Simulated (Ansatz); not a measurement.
The multiplicity is imposed and other spin states were not computed.

Species: [Cu(CO)(H)] (charge 0, multiplicity 1), formula CHCuO.

Problem. How many basis functions does Ansatz (a program for electronic structure) with frozen-core CCSD(T)/def2-TZVPP // TPSS-D3(BJ)/def2-SVP use, how many core orbitals are frozen, and how many electrons are correlated?

Solution. 140 basis functions and 7 frozen orbitals, which leaves 30 correlated electrons. Core time is of the order of seconds.
